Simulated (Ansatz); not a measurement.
Isolated molecules relaxed with PBE0-D4/def2-TZVP in Ansatz; ΔE leaves out vibrations. CCSD(T)/CBS is the MP2 limit (def2-TZVPP, def2-QZVPP) plus CCSD(T) − MP2 in def2-TZVPP, frozen cores. This one scheme is used for every species. DFT in def2-TZVPP. B3LYP here is the variant with VWN-RPA as its local correlation; programs differ in this. Each species was taken in one conformer, which may not be the lowest.

`BBO[SiH](C)F` + H₂S → `C[SiH](F)S` + `BBO`  (ligand exchange at the Si–O bond)

`BBO[SiH](C)F`:

Cartesian coordinates in Å:
```
B 1.704 2.516 -0.323
B 0.308 1.603 -0.246
O 0.266 0.330 0.232
Si -0.986 -0.716 0.447
C -0.452 -2.411 -0.036
F -1.346 -0.701 2.001
H 2.024 3.262 0.561
H 2.403 2.528 -1.298
H -0.729 2.097 -0.644
H -2.174 -0.216 -0.283
H -0.199 -2.445 -1.098
H 0.429 -2.713 0.536
H -1.248 -3.135 0.150
```

H₂S:

Cartesian coordinates in Å:
```
S -0.248 -0.174 -0.540
H -0.762 0.240 0.627
H 1.010 -0.066 -0.087
```

`C[SiH](F)S`:

```xyz
9

C     0.445   -0.955    0.488
Si   -0.608    0.528    0.143
F    -0.136    1.695    1.133
S    -0.489    1.164   -1.881
H     0.132   -1.798   -0.132
H     1.496   -0.744    0.276
H     0.362   -1.243    1.539
H    -2.051    0.302    0.383
H     0.849    1.051   -1.948
```

`BBO`:

```xyz
7

B    -0.837   -0.873   -0.041
B     0.350    0.296   -0.162
O     0.728    1.086    0.875
H    -1.984   -0.644   -0.308
H    -0.580   -2.015    0.225
H     0.900    0.442   -1.235
H     1.423    1.709    0.647
```

(1) Is it downhill or uphill in electronic energy at CCSD(T)/CBS, and by how much? (Best estimate.)

(2) What do these levels give: PBE-D4, r2SCANh-D4, BHLYP-D4, B2PLYP, r2SCAN, B3LYP, r2SCAN0, BHLYP, LC-ωPBE, MP2/def2-SVP, MP2/def2-TZVPP, HF/CBS(def2)? (An estimate is asked.)

Largest T1 diagnostic among the species: 0.013.

Results:

(1) The calculation gave: Uphill: ΔE = +10.3 kcal/mol.

(2) The calculation gave: PBE-D4 6.2, r2SCANh-D4 9.3, BHLYP-D4 12.1, B2PLYP 10.6, r2SCAN 9.0, B3LYP 10.4, r2SCAN0 9.5, BHLYP 12.2, LC-ωPBE 8.7, MP2/def2-SVP 8.7, MP2/def2-TZVPP 10.0, HF/CBS(def2) 15.0 kcal/mol.

From BLYP to BHLYP (50 % exact exchange), in def2-TZVPP and without D4, ΔE moves by +2.7 kcal/mol. At CCSD(T), def2-SVP lies −1.2 kcal/mol from the extrapolated value and def2-TZVPP +0.5 kcal/mol.
